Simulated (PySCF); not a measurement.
# C6H13BO2: full NMR table

| Item | Value |
| --- | --- |
| Formula | C6H13BO2 |
| SMILES | COB(C=C(C)C)OC |
| Point group of the computed structure | C1 |
| Carbon signals | 5 |
| Proton signals | 4 |

Molfile (atoms numbered from 1):
```
C6H13BO2
     RDKit          3D

 22 21  0  0  0  0  0  0  0  0999 V2000
   -2.4412    1.9019   -0.1087 C   0  0  0  0  0  0  0  0  0  0  0  0
   -1.1430    1.3687   -0.0918 O   0  0  0  0  0  0  0  0  0  0  0  0
   -0.9350    0.0429    0.1575 B   0  0  0  0  0  0  0  0  0  0  0  0
    0.4945   -0.5768    0.1761 C   0  0  0  0  0  0  0  0  0  0  0  0
    1.6752   -0.0158   -0.1681 C   0  0  0  0  0  0  0  0  0  0  0  0
    2.9580   -0.7891   -0.0775 C   0  0  0  0  0  0  0  0  0  0  0  0
    1.8317    1.3900   -0.6622 C   0  0  0  0  0  0  0  0  0  0  0  0
   -2.0578   -0.7029    0.3957 O   0  0  0  0  0  0  0  0  0  0  0  0
   -2.0465   -2.0796    0.6376 C   0  0  0  0  0  0  0  0  0  0  0  0
   -3.0819    1.3929   -0.8471 H   0  0  0  0  0  0  0  0  0  0  0  0
   -2.9301    1.8101    0.8751 H   0  0  0  0  0  0  0  0  0  0  0  0
   -2.3706    2.9672   -0.3715 H   0  0  0  0  0  0  0  0  0  0  0  0
    0.5668   -1.6198    0.5113 H   0  0  0  0  0  0  0  0  0  0  0  0
    2.8018   -1.8138    0.2872 H   0  0  0  0  0  0  0  0  0  0  0  0
    3.4532   -0.8400   -1.0623 H   0  0  0  0  0  0  0  0  0  0  0  0
    3.6698   -0.2832    0.5975 H   0  0  0  0  0  0  0  0  0  0  0  0
    2.4893    1.9574    0.0189 H   0  0  0  0  0  0  0  0  0  0  0  0
    0.8718    1.9108   -0.7418 H   0  0  0  0  0  0  0  0  0  0  0  0
    2.3337    1.3931   -1.6448 H   0  0  0  0  0  0  0  0  0  0  0  0
   -1.5256   -2.6387   -0.1581 H   0  0  0  0  0  0  0  0  0  0  0  0
   -1.5657   -2.3243    1.6006 H   0  0  0  0  0  0  0  0  0  0  0  0
   -3.0874   -2.4338    0.6788 H   0  0  0  0  0  0  0  0  0  0  0  0
  1  2  1  0
  2  3  1  0
  3  4  1  0
  4  5  2  3
  5  6  1  0
  5  7  1  0
  3  8  1  0
  8  9  1  0
  1 10  1  0
  1 11  1  0
  1 12  1  0
  4 13  1  0
  6 14  1  0
  6 15  1  0
  6 16  1  0
  7 17  1  0
  7 18  1  0
  7 19  1  0
  9 20  1  0
  9 21  1  0
  9 22  1  0
M  END
```

- geometry from PBE0-D3(BJ)/def2-SVP
- shielding tensors at B3LYP/pcSseg-1 (GIAO)
- run in PySCF 2.14
- non-relativistic, one computed conformer, one averaged value for each set of equivalent atoms, no solvent model

References, each an isolated molecule treated in the same way: 1H, 13C against TMS; 11B against BF3·OEt2; H2O for 17O.

| carbon | δC, type | δH (multiplicity) | HMBC from (2–3 bonds) | span of the C tensor (ppm) |
| --- | --- | --- | --- | --- |
| C1/C9 | 52.8, CH3 | 3.64 (s) | – | 73 |
| C4 | 120.3, CH | 5.27 (s) | H17/H18/H19, H14/H15/H16 | 190 |
| C5 | 172.8, C | – | H13, H17/H18/H19, H14/H15/H16 | 275 |
| C6 | 32.9, CH3 | 1.87 (s) | H13, H17/H18/H19 | 59 |
| C7 | 23.1, CH3 | 2.18 (s) | H13, H14/H15/H16 | 41 |

Other nuclei:
```tsv
atoms	nucleus	environment	δ (ppm)	σ (ppm)
B3	11B	boron bonded to C, 2 O	25.9	72.0
O2/O8	17O	oxygen bonded to C, B	103.2	230.8
```

1. δC 172.8: fully substituted alkene carbon.
2. δC 120.3: alkene CH; as expected for a trigonal carbon in a double bond.
3. δC 52.8: methyl carbon bonded to O; pulled downfield by the heteroatom.
4. δH 3.64: hydrogen on a methyl carbon bonded to O; its carbon carries O, which withdraws density.
5. δH 2.18, 1.87: hydrogen on an allylic methyl carbon; allylic position.

A carbon bonded to boron is broadened by the quadrupolar boron nucleus and is often missing from a measured spectrum. Shifts are as computed. Against solution values, carbons near 30 ppm lie about +2 ppm off and those near 130 ppm about +6 ppm. Of 1309 compounds with measured shifts, 239 miss one by over three times the rms of a fit or turn the order of signals round; such compounds aren't used in these exercises. Experimental scales use liquid or dissolved standards, which lie at an offset from isolated H2O (liquid H2O: subtract about 36 ppm). Multiplicities follow the n + 1 count of equivalent neighbours, as no J values were calculated; m marks all less simple cases, F and P coupling included.
